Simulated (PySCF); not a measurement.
Computed IR spectrum (relative IR intensity) of a molecule C4H7FSi. Geometry: PBE-D3(BJ)/def2-SVP. One conformer was computed; it need not be the lowest. Method: PBE-D3(BJ)/def2-SVP (PySCF). Frequencies are harmonic and unscaled.

Lines under 2 % of the strongest are left out, and lines within 2 cm⁻¹ are merged.

ν (cm⁻¹): 375 (vw), 526 (vw), 596 (m), 608 (m), 694 (m), 840 (s), 858 (m), 877 (vs), 905 (m), 913 (w), 943 (w), 989 (w), 1014 (w), 1030 (vw), 1112 (m), 1146 (w), 1178 (w), 1275 (m), 1390 (vw), 2163 (m), 2177 (s), 2182 (s), 2972 (m), 3046 (vw), 3115 (w), 3147 (w) (against the strongest line: vs over 80 %, s over 45 %, m over 15 %, w over 4 %, vw less)

Pick the molecule that these values belong to.
A. F[C@]1([SiH3])C=CC1
B. CC1=C[SiH2][C@@H]1F
C. C=C/C(F)=C/[SiH3]
D. F[C@H]1C=C([SiH3])C1

A, F[C@]1([SiH3])C=CC1
